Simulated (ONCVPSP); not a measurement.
**Ranking ONCV potentials for chromium**

All share these settings but for the change named:

- Element: chromium
- Generator: ONCVPSP 4.0.1
- Type: optimised norm-conserving Vanderbilt (ONCV)
- Functional: LDA (Perdew-Zunger)
- Relativity: scalar-relativistic
- Frozen core: [Ne]
- Valence charge: 14
- Reference configuration: 3s2 3p6 3d5 4s1
- Partial waves: 3s+4s: rc 1.45 bohr, ncon 4, nbas 8, qcut 10.2 1/bohr, 2 projectors; 3p: rc 1.30 bohr, ncon 4, nbas 9, qcut 11.1 1/bohr, 1 projector; 3d: rc 1.75 bohr, ncon 4, nbas 8, qcut 7.5 1/bohr, 1 projector
- Local potential: polynomial inside 1.30 bohr (lpopt 5, dvloc0 3 Ha)
- Core correction: Teter function, fcfact 5.5, rcfact 1.6

Cutoff: the first of the cutoffs (Ha) at which the residual kinetic energy of the hardest occupied pseudo-wave falls to 1 and 0.1 mHa per electron; the density cutoff is not measured.

The base gives 30 Ha.

Of 7 variants that were run, those that failed, showed a ghost or another fault, or gave nearly equal values are left out.

A variant can come out equal or close to the base.

Question: Rank these variants from softest to hardest (loose cutoff).
A. all radii but the core radius scaled by about 0.94 (s 1.36, p 1.22, d 1.64 bohr); local potential polynomial inside 1.22 bohr (lpopt 5, dvloc0 3 Ha)
B. all radii but the core radius scaled by about 0.89 (s 1.30, p 1.16, d 1.56 bohr); local potential polynomial inside 1.16 bohr (lpopt 5, dvloc0 3 Ha)
C. all radii but the core radius scaled by about 0.77 (s 1.12, p 1.00, d 1.36 bohr); local potential polynomial inside 1.00 bohr (lpopt 5, dvloc0 3 Ha)
D. all radii but the core radius scaled by about 1.31 (s 1.90, p 1.70, d 2.30 bohr); local potential polynomial inside 1.70 bohr (lpopt 5, dvloc0 3 Ha)

Answer: D (28 Ha), A (33 Ha), B (38 Ha), C (113 Ha).
